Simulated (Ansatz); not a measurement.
Ansatz (a first-principles code) input (wB97X-V/def2-TZVPD):

Ansatz 0.2 input:
```yaml
crystal:
  periodic: [false, false, false]
  atoms:
    - {symbol: B, position_ang: [0.24454535, -0.52683718, 0.06224231]}
    - {symbol: Cl, position_ang: [-0.23552032, 1.31956228, -0.23972029]}
    - {symbol: N, position_ang: [1.49416912, -0.93194273, -0.24027199]}
    - {symbol: N, position_ang: [-0.93335844, -1.19481569, 0.64533443]}
    - {symbol: H, position_ang: [1.64199446, -1.92166954, -0.04501064]}
    - {symbol: H, position_ang: [-0.95278310, -2.19846509, 0.53688278]}
    - {symbol: H, position_ang: [-1.83376751, -0.79092928, 0.43672423]}
basis:
  gaussian:
    orbitals: def2-TZVPD
hamiltonian:
  xc: {name: wB97X-V}
total_charge: -1
output: {forces: true}
```

Output:

```
Functional definition: wB97X-V
integrals: 0.12 GiB planned
965 factors; their error is unknown
integrals: 0.16 GiB planned
301 factors; integrals over basis functions are off by at most 3.2e-5 eV
mean field: 1.13 GiB planned
mean field evaluation 1: about -16225.3361 eV, gradient 4.8e1 eV
mean field evaluation 2: about -16224.9031 eV, gradient 5.1e1 eV
mean field evaluation 4: about -16230.1448 eV, gradient 2.7e0 eV
mean field evaluation 8: about -16230.1650 eV, gradient 1.7e-1 eV
mean field evaluation 16: about -16230.1829 eV, gradient 1.9e-4 eV
mean field -16230.18287811 eV, -596.4482195573 hartree, gradient 6.6e-5 eV, S^2 0.000000; 0 other end points of the search recorded, 0 dependent functions left out
the calculation of the forces begins
reference -16230.18287560 eV, -596.4482194653 hartree; 20, 20 occupied and 164, 164 virtual orbitals, 965 factors
Total energy: -16230.18287560 eV, -596.4482194653 hartree
Atom 0 at     0.244545    -0.526837     0.062242 Å, force    -0.135398     0.257074     0.001698 eV/Å
Atom 1 at    -0.235520     1.319562    -0.239720 Å, force     0.044582    -0.156324     0.020858 eV/Å
Atom 2 at     1.494169    -0.931943    -0.240272 Å, force     0.172614    -0.075891    -0.046706 eV/Å
Atom 3 at    -0.933358    -1.194816     0.645334 Å, force    -0.061882    -0.048294    -0.005561 eV/Å
Atom 4 at     1.641994    -1.921670    -0.045011 Å, force    -0.012437     0.027922     0.003423 eV/Å
Atom 5 at    -0.952783    -2.198465     0.536883 Å, force     0.006987    -0.025236     0.010396 eV/Å
Atom 6 at    -1.833768    -0.790929     0.436724 Å, force    -0.014465     0.020749     0.015893 eV/Å
Dipole moment:    -0.838079    -0.221312     0.109053 e Å
```

It need not be the lowest isomer of its formula. Whether it binds its extra electron was not tested at this geometry.
